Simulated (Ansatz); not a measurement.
`F[Si]1([SiH3])[O][GeH2]1` + `O[SiH3]` → `[SiH3]O[SiH3]` + `F[SiH]1[O][GeH2]1`  (cleavage of the Si–Si bond)

Isolated molecules relaxed with PBE0-D4/def2-TZVP in Ansatz; ΔE leaves out vibrations. CBS: MP2 limit from def2 TZ/QZ plus the TZ coupled-cluster correction, frozen cores. DFT in def2-TZVPP. B3LYP here is the variant with VWN-RPA as its local correlation; programs differ in this. For Ge outer-core shells are correlated without core-valence functions, which leaves a few kJ/mol of doubt a bond. Scalar relativity is left out up to krypton.

| level | ΔE (kJ/mol) | difference from CCSD(T)/CBS |
| --- | --- | --- |
| r2SCAN-D4 | -92.2 | 7.7 |
| PBE0-D4 | -82.0 | 17.9 |
| B3LYP-D4 | -98.1 | 1.8 |
| ωB97X-V | -98.7 | 1.2 |
| PBE | -72.3 | 27.6 |
| PBE0 | -83.4 | 16.5 |
| MP2/def2-TZVPP | -108.0 | -8.1 |
| CCSD(T)/def2-TZVPP | -100.9 | -1.0 |
| HF/def2-QZVPP | -134.5 | -34.6 |
| SCS-MP2/def2-QZVPP | -113.9 | -14.0 |
| CCSD(T)/CBS | -99.9 | 0 |

Largest T1 diagnostic among the species: 0.015.

From PBE to PBE0 (25 % exact exchange), in def2-TZVPP and without D4, ΔE moves by −11.1 kJ/mol. In def2-TZVPP, CCSD(T) changes the Hartree–Fock value by +30.8 kJ/mol (the triples alone add +5.0 kJ/mol) and MP2 by +23.7 kJ/mol.
